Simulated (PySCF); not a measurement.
**Adding and removing an electron: TlO**

M06-2X; basis Tl cc-pVDZ-PP with ECP60, O cc-pVDZ; scalar-relativistic core potentials; PySCF 2.14. Neutral (UKS): doublet (π ↑), Re = 2.194 Å, ωe = 481 cm⁻¹, De = 2.86 eV, HOMO -7.38 eV, LUMO -1.66 eV.

TlO⁺ (UKS): triplet (π ↑↑), Re = 2.976 Å, ωe = 136 cm⁻¹. The energies at the minima are -247.52572 hartree for TlO and -247.23616 for TlO⁺.

(1) Work out the adiabatic ionisation energy, without and with harmonic zero-point energies (1 hartree = 27.2114 eV, 1 eV = 8065.5 cm⁻¹), and the change of the bond length.

These are scalar-relativistic numbers at best; spin–orbit coupling would shift them, the dissociation energy most. States were picked by a PBE0 search and need not be the measured ground states.

## Answers

(1) At M06-2X: 0.28956 hartree = 7.879 eV between the minima; the zero-point term (136.0 − 481.0)/2 cm⁻¹ = -0.021 eV makes it 7.858 eV. Re changes by +78.2 pm against the neutral. The electron leaves a π orbital, and the ion is left as a loose complex of an ion and an atom.
